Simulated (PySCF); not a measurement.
Run record: geometry optimisation, `[BiH2][SiH2]C`.

Method: PBE0-D3(BJ)/def2-SVP geometry optimisation, gas phase, def2 core potentials past Kr (PySCF 2.14.0). Start geometry: GFN2-xTB. A driver script takes a list of jobs; this job's settings line and coordinates (Å) are shown.

Input:
```
{"job": {"xc": "PBE0", "basis": "def2-SVP", "d3": "d3bj", "grid": 1, "maxiter": 30, "shake": 0.01, "kind": "geom"}, "charge": 0, "multiplicity": 1}
C     -1.053550     0.753320     0.140230
Si    -0.305610    -0.940640    -0.117290
Bi     2.282980    -0.819370    -0.197080
H     -2.125610     0.742190     0.162540
H     -0.734640     1.216500     1.056230
H     -0.792050     1.456670    -0.670180
H     -0.850460    -1.508460    -1.346380
H     -0.765950    -1.804000     0.957300
H      2.239990     0.280990     1.238530
H      2.155340     0.601870    -1.244950
```

Task: Give the output.

Result: 
```
step   0  E = -546.13698463  max force = 0.021643
step   1  E = -546.14164322  max force = 0.004131
step   2  E = -546.14176554  max force = 0.001392
step   3  E = -546.14177638  max force = 0.000456
step   4  E = -546.14177748  max force = 0.000151
optimisation converged
```

Energies in Eh; «max force» is the largest Cartesian gradient component in Eh/bohr.

Task: Give the first gradient maximum in eV/Å.

Result: With 1 Eh/bohr = 51.422 eV/Å, 1.113 eV/Å.

Task: How much energy does the optimisation release, in eV?

Result: E(step 0) − E(last step) = 0.004793 Eh, which is 0.130 eV.

Main results: final energy -546.14178 Eh after 4 steps; dipole 0.18 D.

Task: Where do the atoms end?

Result: 0.064 Å rms from the input after alignment:
```
atom  x, y, z in Å
C1    -0.9998    0.9052    0.1701
Si2   -0.2693   -0.8155   -0.0483
Bi3    2.4024   -0.8088   -0.1280
H4    -2.1001    0.8637    0.1873
H5    -0.6515    1.3539    1.1123
H6    -0.6877    1.5608   -0.6566
H7    -0.7606   -1.4366   -1.3204
H8    -0.6886   -1.7131    1.0759
H9     2.4071    0.2604    1.3184
H10    2.3319    0.6371   -1.1956
```

Time: 18 s wall; peak memory 0.40 GiB. Hardware: one thread, Arm Neoverse V1 (aarch64), on a shared host.
Labels such as C1 count atoms from 1, the log's own numbers from 0.
